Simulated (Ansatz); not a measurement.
Molecule: sum formula BNH$_{3}$ (charge -1, singlet). 
Coordinates optimised at B3LYP-D3(BJ)/def2-TZVP (Ansatz, an electronic-structure program):
```
B
N 1 1.3698
H 2 1.0230 1 110.79
H 1 1.2329 2 120.52 3 180.00
H 1 1.2414 4 113.63 2 180.00
```
Charge -1, spin multiplicity 1.

Basis-set convergence of Hartree-Fock and CCSD(T) correlation energies (hartree) with Ansatz. Cores are frozen in the correlated levels unless marked. Spin-orbit coupling is left out. Non-relativistic.

| basis | functions | E(HF) | E(corr, CCSD(T)) |
|---|---|---|---|
| aug-cc-pVDZ | 73 | -80.87414 | -0.32925 |
| aug-cc-pVTZ | 161 | ___ | ___ |

Fill in the missing entries.


- aug-cc-pVTZ, E(HF): -80.89313
- aug-cc-pVTZ, E(corr, CCSD(T)): -0.38410
